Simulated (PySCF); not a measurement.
B3LYP has the VWN-RPA correlation part, as in Gaussian. Excitations are Tamm–Dancoff values on a coarser integration grid. The basis has no diffuse functions, so Rydberg states are missing or too high.

Cartesian coordinates (Å):
SMILES: CSS
```xyz
7

C     -0.9800    -0.0150     0.1991
S      0.4422    -1.1489     0.1785
S      1.9841     0.0385     0.8592
H     -1.8475    -0.6175    -0.0757
H     -0.8497     0.7842    -0.5279
H     -1.1260     0.3984     1.1945
H      2.3791     0.5716    -0.3157
```
Charge 0, multiplicity 1.

**Question.** What S1 excitation (TDA), HOMO and S1–T1 gap (TDA) does B3LYP-D3(BJ)/def2-TZVP in PySCF give?

**Answer.** 
```json
{
 "S1 excitation (TDA)": "4.59 eV",
 "HOMO": "-6.71 eV",
 "S1–T1 gap (TDA)": "0.73 eV"
}
```
